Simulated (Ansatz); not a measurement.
Reactions of `CC=C=N`.

Isolated molecules relaxed with PBE0-D4/def2-TZVP in Ansatz; ΔE leaves out vibrations. CCSD(T)/CBS is the MP2 limit (def2-TZVPP, def2-QZVPP) plus CCSD(T) − MP2 in def2-TZVPP, frozen cores. This one scheme is used for every species. Functionals use def2-TZVPP. Triplets are unrestricted, without spin–orbit coupling. One conformer a species, not always the lowest.

```
                                                        reaction  MP2/CBS(def2) (kJ/mol)  PBE0-D4 (kJ/mol)  PBE-D4 (kJ/mol)
                                            `CC=C=N` → `C1=CNC1`                      54                58               67
`CC=C=N` + `[CH3][Al]([F])[SH]` → `C[S][Al]([CH3])[F]` + `C=C=N`                      22                22               20
                          `CC=C=N` → `[CH2]` (triplet) + `C=C=N`                     449               434              443
                                            `CC=C=N` → `C1=NCC1`                      23                27               38
```

Q: Give the CCSD(T)/CBS values in the same order. (Best estimate.)

A: Computed: 59, 23, 436, 23 kJ/mol.

Largest T1 diagnostic: 0.015, for `C=C=N`.
